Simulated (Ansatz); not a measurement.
Computed with Ansatz on PBE0-D4/def2-TZVP structures; ΔE is electronic, products minus reactants. CCSD(T)/CBS adds triple-zeta CCSD(T) − MP2 to the extrapolated MP2 energy (def2 sets, frozen cores). This one scheme is used for every species. Functionals use def2-TZVPP. B3LYP here is the variant with VWN-RPA as its local correlation; programs differ in this. For Ge outer-core shells are correlated without core-valence functions, which leaves a few kJ/mol of doubt a bond. Scalar relativity is left out up to krypton. Each species was taken in one conformer, which may not be the lowest.

Reaction (cleavage of the Ge–B bond): `[BH2][GeH2][Cl]` + `S[SiH2]Cl` → `Cl[SiH2][S][GeH2][Cl]` + BH₃

```csv
level,ΔE (eV)
B3LYP-D4,-0.65
ωB97M-V,-0.63
PBE,-0.48
B3LYP,-0.50
SCS-MP2/def2-TZVPP,-0.69
CCSD(T)/def2-TZVPP,-0.61
SCS-MP2/def2-QZVPP,-0.70
HF/CBS(def2),-0.59
```

(1) What does CCSD(T)/CBS give? (Estimate.)

Largest T1 diagnostic among the species: 0.011.

## Answers

(1) Ansatz gave: -0.62 eV. The listed levels differ from it by -0.03, -0.01, 0.14, 0.12, -0.07, 0.01, -0.08, 0.03 eV.

The D4 term adds −0.15 eV with B3LYP and −0.09 eV with PBE0; it sums over pairs of atoms, weighted by their polarisabilities, and B3LYP, whose exchange is more repulsive, gets the larger term. From PBE to PBE0 (25 % exact exchange), in def2-TZVPP and without D4, ΔE moves by −0.04 eV.
